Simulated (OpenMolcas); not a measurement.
Au3+: ligand-field states by method

Au3+ with 6 ligands (water) in octahedral coordination (Th) at 2.34 Å. Ligand basis ANO-RCC-VDZP.

| Quantity | Value |
| --- | --- |
| Program | OpenMolcas |
| Basis | ANO-RCC-VDZP [7s6p4d2f] |
| Scalar Hamiltonian | DKH2, point nucleus |
| Active space | 8 electrons in 5 orbitals (5d) |
| State averaging | 2S+1 = 3 even, 10 roots; 2S+1 = 1 even, 15 roots |
| Spin-orbit coupling | state interaction with AMFI integrals over the reference wave functions |

I. CASSCF
II. SS-CASPT2, IPEA 0.25 Eh, imaginary shift 0.1 Eh (closed shells correlated: 5s 5p and the ligand valence shells)

Spin-free states (labels of O, taken over from Oh, the nearest higher group) in cm-1, each column counted from its own energy of the first state listed:

| State | Degeneracy | I | II |
| --- | --- | --- | --- |
| 3A2 | 1 | 0 | 0 |
| 1E | 2 | 11555 | 5680 |
| 3T2 | 3 | 12887 | 15320 |
| 3T1 | 3 | 19641 | 20800 |
| 1A1 | 1 | 20285 | 12540 |
| 1T2 | 3 | 23987 | 20160 |
| 1T1 | 3 | 27973 | 21570 |
| 3T1 | 3 | 30806 | 34070 |
| 1T2 | 3 | 39438 | 37450 |
| 1E | 2 | 40248 | 33740 |
| 1A1 | 1 | 58136 | 43950 |

From I to II, I's first state of the same spin (3T2) moves from 12887 to 15320 cm-1, by about +2400 cm-1.

From I to II, I's first state of another spin (1E) moves from 11555 to 5680 cm-1, by about -5900 cm-1.

I: A least-squares ligand-field fit to the states below 45000 cm-1, each weighted by its degeneracy and with a free common offset, gives 10Dq = 13366 cm-1, B = 763 cm-1 and C = 2996 cm-1 (C/B = 3.92), with an rms deviation of 293 cm-1. The same method and metal basis give the free ion B = 927 cm-1 (fit to its terms below 60000 cm-1, rms deviation 6 cm-1), so the nephelauxetic ratio is β = 763 / 927 = 0.82; it hangs on how both fits weigh the states, and computed free-ion B values tend to be too large, so β mixes covalency with correlation.

χT at 300 K: I 1.83, II 1.73 cm3 K/mol.

The states above are spin-free; spin-orbit coupling is strong here and shifts and splits them by thousands of cm-1.

Roots that are degenerate in the reference are averaged as groups; the widest CASPT2 spread within a group is 2000 cm-1 (the 3-fold group of multiplicity 1 near 21600 cm-1 above the lowest state of its run, II). Shifts and gaps below about the spread of the groups concerned are not significant. Over all roots computed the reference weight is 0.63 to 0.69 in II; the roots of lowest weight are the least certain, and an intruder state may touch them. Real 4d8 and 5d8 ions are as a rule square planar and diamagnetic. The least metal-like active orbital is 80 % on the metal (Löwdin) and no ligand orbital is active, so the numbers are rough. Ligand-to-metal charge-transfer states are missing. With no ligand orbital active B as a rule stays too high, so bands that hang on it stand too high and its fall with covalency is understated. Without dynamic correlation the repulsion within the d shell is too large (B by tens of per cent), so at a given field states of lower spin stand too high (holds for I). With metal d orbitals alone the field can be off either way by tens of per cent (holds for I). With one d shell and no ligand orbital active, 10Dq can be off by a tenth or more (holds for II). The distance lies 6 % over the 2.21 Å that this model takes as the normal distance (a Shannon-type radius plus a fixed donor radius); by an R⁻⁵ law this alone changes a d-shell field by about -25 %. No measured value stands beside these numbers; the geometry was imposed, not optimised, and the real ion may take another.
